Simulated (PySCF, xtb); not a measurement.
C₃H₃NO₃S, SMILES C(/C=C/S(O)(=O)=O)#N. One conformer was computed; it need not be the lowest.

Harmonic wavenumbers (cm⁻¹) from GFN2-xTB (xtb 6.7.1) at its own minimum, in rising order: 53, 110, 111, 183, 227, 272, 309, 390, 432, 473, 497, 544, 722, 735, 779, 868, 978, 1008, 1074, 1143, 1212, 1301, 1665, 2372, 3047, 3131, 3597.

**Question.** What does PySCF with PBE-D3(BJ)/def2-SVP give at its own minimum? (An estimate is asked for; the answer gives what the named calculation found.)

**Answer.** 79, 118, 133, 203, 240, 295, 322, 400, 438, 483, 512, 553, 751, 795, 805, 928, 1006, 1067, 1116, 1155, 1237, 1353, 1626, 2272, 3092, 3149, 3642. Paired by order, the mean absolute difference is 30 cm⁻¹ and the zero-point energies are 38.9 and 39.7 kcal/mol.
